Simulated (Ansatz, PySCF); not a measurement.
Molecule: C₄H₄N (charge 0, doublet). It need not be the lowest isomer of its formula. SMILES: C/C=[C]\C#N
Geometry from a B3LYP-D3(BJ)/def2-TZVP (Ansatz, an electronic-structure program) optimisation:
```
C
C 1 1.3049
C 2 1.3377 1 159.55
N 3 1.1726 1 173.86 2 180.00
H 1 1.0896 2 118.60 3 -180.00
C 1 1.5045 5 116.18 2 180.00
H 6 1.0880 1 111.65 5 -180.00
H 6 1.0930 7 109.02 1 -121.62
H 6 1.0930 7 109.02 8 -116.75
```
Charge 0, spin multiplicity 2.

Property: atomisation energy (electronic, to ground-state atoms), in kJ/mol. Cores are frozen in the correlated levels unless marked. UHF or UKS for open shells. No spin-orbit coupling. Non-relativistic unless marked X2C. The coupled-cluster limit lacks core correlation, which all-electron functionals hold. CBS marks a two-point X^-3 extrapolation of the correlation energy; Hartree-Fock from the larger set. The bracket is a focal-point correction in the basis named.

```csv
level,program,atomisation energy (kJ/mol),minus last row
HF/cc-pVDZ,Ansatz,2777.4,-1154.6
HF/def2-TZVPD,PySCF,2834.0,-1098.0
r2SCAN-D3(BJ)/def2-TZVPD,Ansatz + dftd3,4000.6,68.6
HSE06-D3(BJ)/def2-TZVPD,Ansatz + dftd3,4030.1,98.1
CAM-B3LYP-D4/def2-TZVPD,Ansatz + dftd4,3987.4,55.4
LC-wPBE-D4/def2-TZVPD,Ansatz + dftd4,3984.6,52.6
"RI-MP2/CBS(cc-pVTZ,cc-pVQZ)",Ansatz,3938.0,6.0
CCSD/cc-pVDZ,Ansatz,3558.1,-373.9
X2C-CCSD(T)/cc-pVTZ-DK,Ansatz,3825.2,-106.8
"RI-MP2/CBS(cc-pVTZ,cc-pVQZ)+[CCSD(T)-MP2]/cc-pVTZ",Ansatz,3932.0,0.0
```

The UHF reference is spin-contaminated (<S^2> 0.60 over the pure value in the largest basis). The T1 diagnostic of CCSD in the largest basis is 0.049, which is high, so the coupled-cluster rows are less sure than usual.
